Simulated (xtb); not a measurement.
Cl₂Sb (SMILES [Cl][Sb][Cl]), doublet, from a rough starting geometry (the spin is typed, not shown lowest); GFN2-xTB (xtb).

xtb was given this input:
```
$ xtb mol.xyz --gfn 2 --uhf 1 --opt vtight --json

# file mol.xyz
3

Sb     0.70660850    -0.02701856     0.79468016
Cl     1.06016964     0.34691510    -1.46092759
Cl    -1.63482937    -0.29889403     0.68711113
```

Question: What does xtb print? Leave out banner, timings and long lists.

Answer: 
```
   ID    Z sym.   atoms
    1   51 Sb     1
    2   17 Cl     2, 3

           -------------------------------------------------
          |                Calculation Setup                |
           -------------------------------------------------

           -------------------------------------------------
          |                 G F N 2 - x T B                 |
           -------------------------------------------------

          ...................................................
          :                      SETUP                      :
          :.................................................:
          :  # basis functions                  30          :
          :  # atomic orbitals                  27          :
          :  # shells                            9          :
          :  # electrons                        19          :
          :  max. iterations                   250          :
          :  Hamiltonian                  GFN2-xTB          :
          :  restarted?                      false          :
          :  GBSA solvation                  false          :
          :  PC potential                    false          :
          :  electronic temp.          300.0000000     K    :
          :  accuracy                    1.0000000          :
          :  -> integral cutoff          0.2500000E+02      :
          :  -> integral neglect         0.1000000E-07      :
          :  -> SCF convergence          0.1000000E-05 Eh   :
          :  -> wf. convergence          0.1000000E-03 e    :
          :  Broyden damping             0.4000000          :
          :  net charge                          0          :
          :  unpaired electrons                  1          :
          ...................................................

 iter      E             dE          RMSdq      gap      omega  full diag
   1    -11.4050000 -0.114050E+02  0.697E+00    2.41       0.0  T
   2    -11.4067675 -0.176753E-02  0.516E+00    2.46       1.0  T
   3    -11.4064713  0.296229E-03  0.872E-01    2.43       1.0  T
   4    -11.4069558 -0.484535E-03  0.417E-01    2.47       1.0  T
   5    -11.4069989 -0.431223E-04  0.230E-01    2.45       1.0  T
   6    -11.4070141 -0.152286E-04  0.134E-01    2.47       1.0  T
   7    -11.4070199 -0.570897E-05  0.108E-01    2.46       1.0  T
   8    -11.4070281 -0.821784E-05  0.138E-02    2.46       4.2  T
   9    -11.4070277  0.359120E-06  0.258E-02    2.47       2.2  T
  10    -11.4070282 -0.485782E-06  0.738E-03    2.46       7.8  T
  11    -11.4070283 -0.603410E-07  0.716E-04    2.46      80.6  T
  12    -11.4070283 -0.491481E-09  0.556E-04    2.46     103.9  T

   *** convergence criteria satisfied after 12 iterations ***

         :::::::::::::::::::::::::::::::::::::::::::::::::::::
         ::                     SUMMARY                     ::
         :::::::::::::::::::::::::::::::::::::::::::::::::::::
         :: total energy             -11.404352072906 Eh    ::
         :: gradient norm              0.017451482808 Eh/a0 ::
         :: HOMO-LUMO gap              2.464797805599 eV    ::
         ::.................................................::
         :: SCC energy               -11.407028193196 Eh    ::
         :: -> isotropic ES            0.022196497324 Eh    ::
         :: -> anisotropic ES          0.000984949742 Eh    ::
         :: -> anisotropic XC         -0.000065168802 Eh    ::
         :: -> dispersion             -0.002634881540 Eh    ::
         :: repulsion energy           0.002676120290 Eh    ::
         :: add. restraining           0.000000000000 Eh    ::
         :: total charge               0.000000000000 e     ::
         :::::::::::::::::::::::::::::::::::::::::::::::::::::

      -----------------------------------------------------------
     |                   =====================                   |
     |                        A N C O P T                        |
     |                   =====================                   |
     |               Approximate Normal Coordinate               |
     |                Rational Function Optimizer                |
      -----------------------------------------------------------
      -----------------------------------------------------------
     |                   =====================                   |
     |                        A N C O P T                        |
     |                   =====================                   |
     |               Approximate Normal Coordinate               |
     |                Rational Function Optimizer                |
      -----------------------------------------------------------

          ...................................................
          :                      SETUP                      :
          :.................................................:
          :   optimization level         verytight          :
          :   max. optcycles                   200          :
          :   ANC micro-cycles                  20          :
          :   degrees of freedom                 3          :
          :.................................................:
          :   RF solver                   davidson          :
          :   write xtbopt.log                true          :
          :   linear?                        false          :
          :   energy convergence         0.1000000E-06 Eh   :
          :   grad. convergence          0.2000000E-03 Eh/α :
          :   maxmium RF displ.          1.0000000          :
          :   Hlow (freq-cutoff)         0.1000000E-01      :
          :   Hmax (freq-cutoff)         5.0000000          :
          :   S6 in model hess.         20.0000000          :
          ...................................................

generating ANC from exact Hessian ...
Using Lindh-Hessian (1995)
 Shifting diagonal of input Hessian by    8.8555242312273429E-003
 Lowest  eigenvalues of input Hessian
[...]
 * total energy  :   -11.4043521 Eh     change       -0.2341967E-09 Eh
 * total energy  :   -11.4038592 Eh     change        0.4928613E-03 Eh
 * total energy  :   -11.4050014 Eh     change       -0.1142171E-02 Eh
 * total energy  :   -11.4049948 Eh     change        0.6534092E-05 Eh
 * total energy  :   -11.4050479 Eh     change       -0.5310074E-04 Eh
 * total energy  :   -11.4050480 Eh     change       -0.1083983E-07 Eh
   *** GEOMETRY OPTIMIZATION CONVERGED AFTER 6 ITERATIONS ***
[...]
          :  electronic temp.          300.0000000     K    :
          :  accuracy                    1.0000000          :
          :  -> integral cutoff          0.2500000E+02      :
          :  -> integral neglect         0.1000000E-07      :
          :  -> SCF convergence          0.1000000E-05 Eh   :
          :  -> wf. convergence          0.1000000E-03 e    :
          :  Broyden damping             0.4000000          :
          :  net charge                          0          :
          :  unpaired electrons                  1          :
          ...................................................

 iter      E             dE          RMSdq      gap      omega  full diag
   1    -11.4070952 -0.114071E+02  0.759E-05    2.28       0.0  T
   2    -11.4070952 -0.898837E-12  0.543E-05    2.28    1063.9  T
   3    -11.4070952 -0.815348E-12  0.449E-05    2.28    1284.8  T

   *** convergence criteria satisfied after 3 iterations ***

         :::::::::::::::::::::::::::::::::::::::::::::::::::::
         ::                     SUMMARY                     ::
         :::::::::::::::::::::::::::::::::::::::::::::::::::::
         :: total energy             -11.405047960007 Eh    ::
         :: gradient norm              0.000058557332 Eh/a0 ::
         :: HOMO-LUMO gap              2.279018981810 eV    ::
         ::.................................................::
         :: SCC energy               -11.407095129468 Eh    ::
         :: -> isotropic ES            0.023148632676 Eh    ::
         :: -> anisotropic ES          0.001117758723 Eh    ::
         :: -> anisotropic XC         -0.000247332496 Eh    ::
         :: -> dispersion             -0.002640617135 Eh    ::
         :: repulsion energy           0.002047169461 Eh    ::
         :: add. restraining           0.000000000000 Eh    ::
         :: total charge              -0.000000000000 e     ::
         :::::::::::::::::::::::::::::::::::::::::::::::::::::

           -------------------------------------------------
          |                Property Printout                |
           -------------------------------------------------

    * Orbital Energies and Occupations

         #    Occupation            Energy/Eh            Energy/eV
      -------------------------------------------------------------
         1        2.0000           -1.0609351             -28.8695
         2        2.0000           -1.0594416             -28.8289
         3        2.0000           -0.8300513             -22.5868
         4        2.0000           -0.4745632             -12.9135
         5        2.0000           -0.4578271             -12.4581
         6        2.0000           -0.4491706             -12.2226
         7        2.0000           -0.4403389             -11.9822
         8        2.0000           -0.4355649             -11.8523
         9        2.0000           -0.4337604             -11.8032
        10        1.0000           -0.3437609              -9.3542 (HOMO)
        11                         -0.2600085              -7.0752 (LUMO)
        12                         -0.2360255              -6.4226
        13                         -0.0088277              -0.2402
        14                          0.0012861               0.0350
        15                          0.0157083               0.4274
        16                          0.0157635               0.4289
        17                          0.0162044               0.4409
        18                          0.0173512               0.4721
        19                          0.0173921               0.4733
        20                          0.0175079               0.4764
        21                          0.0175211               0.4768
       ...                                ...                  ...
        27                          0.7021041              19.1052
      -------------------------------------------------------------
                  HL-Gap            0.0837524 Eh            2.2790 eV
             Fermi-level           -0.3453227 Eh           -9.3967 eV

     #   Z          covCN         q      C6AA      α(0)
     1  51 Sb       1.632     0.382   394.714    38.957
     2  17 Cl       0.816    -0.191   105.067    15.681
     3  17 Cl       0.816    -0.191   105.066    15.680

 Mol. C6AA /au·bohr⁶  :       1610.740723
 Mol. C8AA /au·bohr⁸  :     113140.538885
 Mol. α(0) /au        :         70.317757

Wiberg/Mayer (AO) data.
largest (>0.10) Wiberg bond orders for each atom

 ---------------------------------------------------------------------------
     #   Z sym  total        # sym  WBO       # sym  WBO       # sym  WBO
 ---------------------------------------------------------------------------
     1  51 Sb   2.476 --     3 Cl   1.238     2 Cl   1.238
     2  17 Cl   1.280 --     1 Sb   1.238
     3  17 Cl   1.280 --     1 Sb   1.238
 ---------------------------------------------------------------------------

Topologies differ in total number of bonds
Writing topology from bond orders to xtbtopo.mol

molecular dipole:
                 x           y           z       tot (Debye)
 q only:        0.731      -0.042       0.897
   full:        0.757      -0.043       0.929       3.049
molecular quadrupole (traceless):
                xx          xy          yy          xz          yz          zz
 q only:       -1.347      -0.906       1.200       3.910       0.672       0.147
  q+dip:       -1.368      -1.021       0.789       5.010       0.686       0.579
   full:       -1.589      -1.081       1.321       4.770       0.784       0.267

optimized geometry written to: xtbopt.xyz

           -------------------------------------------------
          | TOTAL ENERGY              -11.405047960007 Eh   |
          | GRADIENT NORM               0.000058557332 Eh/α |
          | HOMO-LUMO GAP               2.279018981810 eV   |
           -------------------------------------------------

normal termination of xtb
```
